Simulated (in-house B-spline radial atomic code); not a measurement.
The numbers below are computed, except where a source is named.
# Softness against transferability: the 4d channel of Pd

Pd, [Kr] 4d10, non-relativistic PBE, spherical and spin-unpolarised, from an all-electron radial atomic-structure program (B-spline basis) (atomic units). The all-electron 4d level is ε = -0.151059 hartree, its outermost node lies just inside 0.45 bohr and its outer maximum at 1.09 bohr.

Troullier-Martins pseudo-orbitals are made for several radii. The cutoffs (hartree) are the plane-wave energies beyond which the orbital holds less than the named kinetic energy per electron. The phase error is the difference, pseudo minus all-electron, of arctan(R P'/P) at R = 1.82 bohr for all radii, half a hartree below and above the level.

| r_c (bohr) | V_l(0) (hartree) | cutoff for 10 mEh | for 1 mEh | for 0.1 mEh | phase error at ε − 0.5 (mrad) | at ε + 0.5 (mrad) |
| --- | --- | --- | --- | --- | --- | --- |
| 0.82 | -57.73 | 101 | 125 | 232 | -1.2 | -1.0 |
| 0.95 | -23.11 | 44.6 | 73.4 | 122 | -0.7 | -0.6 |
| 1.09 | -14.10 | 25.9 | 37.3 | 51.6 | -0.5 | -0.4 |
| 1.23 | -12.40 | 24.5 | 32.6 | 39.4 | -0.3 | -0.3 |
| 1.37 | -11.94 | 23.9 | 31.4 | 37.7 | -0.2 | -0.2 |
| 1.52 | -11.49 | 23.4 | 29.8 | 36 | +0.1 | +0.1 |

Q: Which radius needs the lowest cutoff for 0.1 mEh while both phase errors stay within 0.6 mrad?

A: The radii within that limit are 1.09, 1.23, 1.37, 1.52 bohr; of these r_c = 1.52 needs the least, 36 hartree, that is 72 Ry or 980 eV.

Q: What does the larger radius buy, and what does it cost?

A: From r_c = 0.82 to 1.52 bohr the cutoff for 1 mEh goes from 125 to 29.8 hartree, a factor of 4.19, against 3.44 for a pure 1/r_c² scaling, end to end; step by step it is 125, 73.4, 37.3, 32.6, 31.4, 29.8, and for 0.1 mEh 232, 122, 51.6, 39.4, 37.7, 36; the number of plane waves goes as the cutoff to the power 3/2, here a factor of 8.6. The larger of the two phase errors is least at r_c = 1.52 bohr, 0.1 mrad; it is 1.2 at the smallest radius and 0.1 at the largest, so in this scan the atom's own scattering shows no cost of a large radius. These errors test the reference atom alone. The smallest radius lies well inside the outer maximum, where the nodeless form must bend sharply to keep the norm, so it is both harder and scatters less well than the next. Large radii also let the cores of neighbours overlap, which an atom doesn't show.
